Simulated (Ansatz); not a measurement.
Species: CH$_{6}$FSi$_{2}$ (charge -1, singlet). It need not be the lowest isomer of its formula. Whether it binds its extra electron was not tested at this geometry. 
Geometry from a B3LYP-D3(BJ)/def2-TZVP (Ansatz, an electronic-structure program) optimisation:
SMILES: F[SiH-]C[SiH3]
```xyz
10

F      1.6339    -1.0640    -0.5401
Si     1.2506     0.5869    -0.3813
C     -0.2455     0.3482     0.9166
Si    -1.8309    -0.1245     0.0969
H      2.2782     0.9150     0.7404
H     -0.3868     1.3071     1.4311
H      0.0351    -0.3960     1.6705
H     -1.7081    -1.3287    -0.7715
H     -2.9592    -0.4519     1.0375
H     -2.3669     0.9688    -0.7648
```
Charge -1, spin multiplicity 1.

Total electronic energies in hartree. Valence correlation only, unless marked. Spin-orbit coupling is left out. Non-relativistic. Basis-set limits of correlation are two-point, X^-3; Hartree-Fock from the larger set.

```tsv
level	program	energy (Eh)
HF/cc-pV(T+d)Z	Ansatz	-718.78670
HF/cc-pVTZ	Ansatz	-718.78063
revPBE-D4/def2-TZVPD	Ansatz + dftd4	-720.54634
r2SCAN/def2-TZVPD	Ansatz	-720.56606
B3LYP/def2-TZVPD	Ansatz	?
PBE0-D3(BJ)/def2-TZVPD	Ansatz + dftd3	-720.30149
PBE0-D4/def2-TZVPD	Ansatz + dftd4	-720.30238
BHLYP-D3(BJ)/def2-TZVPD	Ansatz + dftd3	-720.63576
BHLYP/def2-TZVPD	Ansatz	-720.62352
wB97X-V/def2-TZVPD	Ansatz	-720.55168
B2GP-PLYP-D4/def2-TZVPD	Ansatz + dftd4	-720.24467
B2PLYP-D4/def2-TZVPD	Ansatz + dftd4	-720.35501
PBE-QIDH/def2-TZVPD	Ansatz	?
MP2/6-31G*	Ansatz	-719.12421
MP2/cc-pV(T+d)Z	Ansatz	-719.47923
RI-MP2/cc-pV(Q+d)Z	Ansatz	-719.55632
SCS-MP2/STO-3G	Ansatz	-710.12944
SCS-MP2/cc-pV(T+d)Z	Ansatz	-719.48716
SCS-MP2/cc-pwCVTZ	Ansatz	-719.50097
CCSD/cc-pVTZ	Ansatz	-719.52095
CCSD(T)/6-31G	Ansatz	-718.91102
CCSD(T)/aug-cc-pV(D+d)Z	Ansatz	-719.39225
CCSD(T)/CBS(aug-cc-pV(T+d)Z,aug-cc-pV(Q+d)Z)	Ansatz	-719.6657
```

What belongs in the gaps?


- B3LYP/def2-TZVPD, energy (Eh): -720.74095
- PBE-QIDH/def2-TZVPD, energy (Eh): -720.10164
